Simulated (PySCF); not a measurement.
**Diatomic anions of Sr with the third period**

PBE0 with double-zeta basis sets in PySCF, for the lowest determinant that a PBE0 search found; no spin–orbit coupling. De refers to high-spin ground-configuration atoms (the charge goes to the atom of lower measured ionisation energy or higher electron affinity, which is not always the lowest computed limit). A positive dipole points towards Sr; it is taken about the centre of mass and depends on that origin.

| M | basis | charged atom | state (unpaired electrons) | Re (Å) | ωe (cm⁻¹) | De (eV) | μ (D) |
| --- | --- | --- | --- | --- | --- | --- | --- |
| Na | def2-SVPD | Na− | singlet (closed shell) | 4.166 | 77.3 | 0.61 | 5.44 |
| Al | def2-SVPD | Al− | triplet (π ↑↑) | 3.130 | 183 | n/a | 3.65 |
| Si | def2-SVPD | Si− | quartet (σ ↑, π ↑↑) | 3.108 | 180 | n/a | 1.59 |
| S | def2-SVPD | S− | doublet (σ ↑) | 2.562 | 344 | 2.66 | 5.48 |
| Cl | def2-SVPD | Cl− | singlet (closed shell) | 2.734 | 235 | 1.78 | -1.12 |

The shortest bond is that of SrS⁻ (2.562 Å), the longest that of NaSr⁻ (4.166 Å).

The state changes along the series, so neighbouring rows are not always alike in their bonding.

Closed-shell solutions of metal pairs were not tested for spin polarisation, which can lower them a little. For an ion De counts to the pair picked by the measured ionisation energies or electron affinities, which need not be the lowest pair at this level. The highest Kohn–Sham level is positive in some of these anions. Much of that is self-interaction error, but it also means that the finite basis helps to hold the extra electron. States were picked by a PBE0 search and need not be the measured ground states.
